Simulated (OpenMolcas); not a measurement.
Computed levels of 5d in ions with 69 electrons, in cm-1 above 2D 3/2.

| Item | Value |
| --- | --- |
| Program | OpenMolcas |
| Method | SS-RASPT2, IPEA 0.25 Eh, imaginary shift 0.1 Eh |
| Basis | ANO-RCC-VTZP |
| Scalar Hamiltonian | DKH2, point nucleus |
| Spin-orbit coupling | state interaction with AMFI integrals over the reference wave functions, term energies averaged over their components |

Active space for each ion: 7 electrons in 8 orbitals (RAS1 5p, at most 2 holes; RAS2 5d); closed shells correlated by CASPT2: 5s.

| Level | Hf3+ | Ta4+ | W5+ | Os7+ |
| --- | --- | --- | --- | --- |
| 2D 5/2 | 5805 | 7689 | 9926 | 15028 |

Estimate 2D 5/2 for Re6+ from its neighbours W5+ and Os7+.

2D 5/2 is fine structure, which grows about as the fourth power of a screened charge, so the fourth roots are averaged: ((9926^0.25 + 15028^0.25) / 2)^4 = 12279. The calculation gives 12182, so the estimate is off by +0.8 %.

Active for correlation alone: 5p; no level in the range computed is led by a configuration that opens it, so any true level of that kind is missing. Levels of configurations outside the active space are missing.
